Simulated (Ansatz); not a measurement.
CH₂FGaO, SMILES `O=[CH][GaH][F]`, relaxed with RKS PBE-D4/def2-SVP in Ansatz 0.2.0 from a rough embedded geometry. The force threshold is 0.03 eV/Å; the program also tests the step.

The species carries charge 0 and has multiplicity 1.

Start:

```xyz
6

O     0.303    0.776   -1.612
C     0.591    0.292   -0.457
Ga   -1.065   -0.376    0.229
F    -1.002    0.597    1.516
H     1.617    0.351   -0.079
H    -0.446   -1.640    0.403
```

How much energy does the relaxation release, and in how many steps? (Best estimate.)

Computed: 3.31 eV, in 31 steps, 4 of them rejected.

Which bonds change most? (Best estimate.)

The calculation gave: Ga3–F4 from 1.614 to 1.780 Å; Ga3–H6 from 1.418 to 1.576 Å; C2–Ga3 from 1.913 to 2.052 Å; O1–C2 from 1.285 to 1.214 Å.

Give the relaxed structure. (Estimate.)

The calculation gave: 
```xyz
6

O     0.973    0.063   -1.805
C     0.748    0.480   -0.687
Ga   -0.637   -0.468    0.493
F    -0.858    0.268    2.100
H     1.296    1.392   -0.286
H    -1.522   -1.735    0.185
```
